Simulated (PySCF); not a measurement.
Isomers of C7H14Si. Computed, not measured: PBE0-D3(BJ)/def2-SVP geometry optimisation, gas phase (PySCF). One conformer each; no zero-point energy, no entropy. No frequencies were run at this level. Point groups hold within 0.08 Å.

Task: Rank from lowest to highest electronic energy at this level (kcal/mol).
A. `[CH3:1][CH:2]([CH3:3])[C@@H:4]1[CH:5]=[CH:6][CH2:7][SiH2:8]1` with C1–C2–C4–C5 -175°
B. `[CH3:1][CH:2]([CH3:3])[SiH:4]1[CH2:5][CH:6]=[CH:7][CH2:8]1` with C1–C2–Si4–C5 -171°

Result: B (0.0), A (5.4).

```
                 SMILES      E (Eh)  E rel (kcal/mol)  dipole (D)  point group      A, B, C (MHz)
      CC(C)[SiH]1CC=CC1  -563.93769               0.0        0.60           Cs  3127, 1123, 909.1
CC(C)[C@@H]1C=CC[SiH2]1  -563.92909               5.4        0.46           C1   2728, 1273, 1085
```

Task: How do the relative energies change in single points at PBE0/pcSseg-1 (no added dispersion term) on the same geometries?

Result: 
| SMILES | PBE0-D3(BJ)/def2-SVP (kcal/mol) | PBE0/pcSseg-1 (kcal/mol) | shift |
| --- | --- | --- | --- |
| CC(C)[SiH]1CC=CC1 | 0.0 | 0.0 | 0.0 |
| CC(C)[C@@H]1C=CC[SiH2]1 | 5.4 | 6.5 | +1.1 |

Each column counts from its own lowest isomer. The order is unchanged; the largest shift is 1.1 kcal/mol.
